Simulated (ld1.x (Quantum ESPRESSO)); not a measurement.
Logarithmic derivatives: calcium, ultrasoft

```
Element                 : Ca
Generator               : ld1.x (Quantum ESPRESSO) 7.5
Type                    : ultrasoft
Functional              : PBE
Relativity              : scalar-relativistic
Frozen core             : [Ne]
Valence charge          : 10
Reference configuration : 3s2 3p6 3d0 4s1.75 4p0.25
Partial waves           : 3s (bound): rcut 1.50, rcutus 1.90 bohr; 4s (bound): rcut 1.50, rcutus 1.90 bohr; 3p (bound): rcut 2.55, rcutus 2.85 bohr; 4p (bound): rcut 2.55, rcutus 2.85 bohr; 3d (bound, empty): rcut 1.65, rcutus 2.20 bohr; 3d channel at 0.95 Ry: rcut 1.65, rcutus 2.20 bohr
Local potential         : all-electron potential smoothed inside 2.30 bohr (lloc = -1)
Core correction         : a·sin(br)/r model core inside 1.25 bohr
Augmentation charge     : PSQ, radius 1.60 bohr
```

The phase is arctan(r·u′/u) with u = r·R(r), unwrapped; energies in Ry, scanned from -5 to 5 Ry. A pole is an energy at which the radial function vanishes at the test radius. The pseudo phase is shifted by a multiple of π to meet the all-electron one at the reference energy, and phase errors are pseudo minus all-electron; the curves can meet again beyond the range given. Levels narrower than the energy grid can be missing from the lists of poles.

For each channel, where are the poles, and over which energies does the pseudopotential scatter like the atom?

| channel | radius (bohr) | reference energy (Ry) | poles, all-electron | poles, pseudo | unbroken range about the reference energy with phases within 0.05 rad | phase error 1 Ry above the reference energy (rad) |
| --- | --- | --- | --- | --- | --- | --- |
| s | 3.11 | -0.29 | -3.47, 1.52 | -3.47, 1.51 | below 3.4 | -0.001 |
| p | 3.11 | -0.11 | -2.04, 2.25 | -2.04, 1.61, 4.01 | below 1.3 | -0.020 |
| d | 3.11 | -0.16 | 0.10, 3.39 | 0.10, 3.42 | the whole range | +0.000 |

Phases in the d channel:

```csv
E (Ry),all-electron,pseudo
-5.00,1.427,1.427
-4.74,1.423,1.423
-4.48,1.419,1.419
-4.22,1.414,1.414
-3.96,1.409,1.409
-3.70,1.404,1.404
-3.44,1.397,1.397
-3.18,1.390,1.390
-2.92,1.382,1.383
-2.66,1.373,1.373
-2.40,1.363,1.363
-2.14,1.350,1.350
-1.88,1.334,1.334
-1.62,1.315,1.315
-1.36,1.289,1.289
-1.10,1.252,1.252
-0.84,1.192,1.192
-0.58,1.066,1.066
-0.32,0.546,0.546
-0.06,-1.287,-1.287
0.20,-1.659,-1.659
0.46,-1.804,-1.804
0.72,-1.933,-1.933
0.98,-2.119,-2.119
1.24,-2.500,-2.500
1.50,-3.313,-3.312
1.76,-4.027,-4.025
2.02,-4.334,-4.332
2.28,-4.481,-4.480
2.54,-4.567,-4.566
2.80,-4.625,-4.623
3.06,-4.668,-4.666
3.32,-4.704,-4.701
3.58,-4.735,-4.731
3.84,-4.764,-4.760
4.10,-4.795,-4.788
4.36,-4.828,-4.818
4.62,-4.868,-4.853
4.88,-4.921,-4.896
```
